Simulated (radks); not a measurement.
Values are calculated unless marked as measured or tabulated.
Question: Species: the strontium ion Sr4+. Configuration: [Ar] 3d10 4s2 4p4. Code: a radial shooting solver on a logarithmic mesh with Libxc functionals. Model: Dirac Kohn-Sham, PBEsol, spin-unpolarised, spherical densities, finite nucleus; open shells are shared between the two j in proportion to 2j + 1; Fermi nuclear charge, rms radius 4.224 fm. Some entries of the table are withheld. Estimate them.

| orbital | occ. | eigenvalue (eV) | <1/r> (bohr^-1) | <r> (bohr) |
|---|---|---|---|---|
| 1s1/2 | 2 | (1) | 38.98 | 0.03918 |
| 2s1/2 | 2 | -2203.793 | 8.775 | 0.1723 |
| 2p1/2 | 2 | -2010.474 | (2) | 0.1475 |
| 2p3/2 | 4 | -1942.122 | (3) | 0.1517 |
| 3s1/2 | 2 | (4) | 2.935 | 0.4919 |
| 3p1/2 | 2 | -310.6087 | 2.827 | 0.4910 |
| 3p3/2 | 4 | -300.0995 | 2.745 | 0.5014 |
| 3d3/2 | 4 | -176.6880 | 2.526 | 0.4945 |
| 3d5/2 | 6 | -174.8481 | 2.505 | 0.4981 |
| 4s1/2 | 2 | -84.1139 | 1.040 | 1.298 |
| 4p1/2 | 1.33333 | -65.5730 | 0.9353 | 1.425 |
| 4p3/2 | 2.66667 | -64.1661 | 0.9161 | 1.450 |

Answer: 
(1) 1s1/2 eigenvalue (eV): -15968.68
(2) 2p1/2 <1/r> (bohr^-1): 8.749
(3) 2p3/2 <1/r> (bohr^-1): 8.409
(4) 3s1/2 eigenvalue (eV): -380.8355
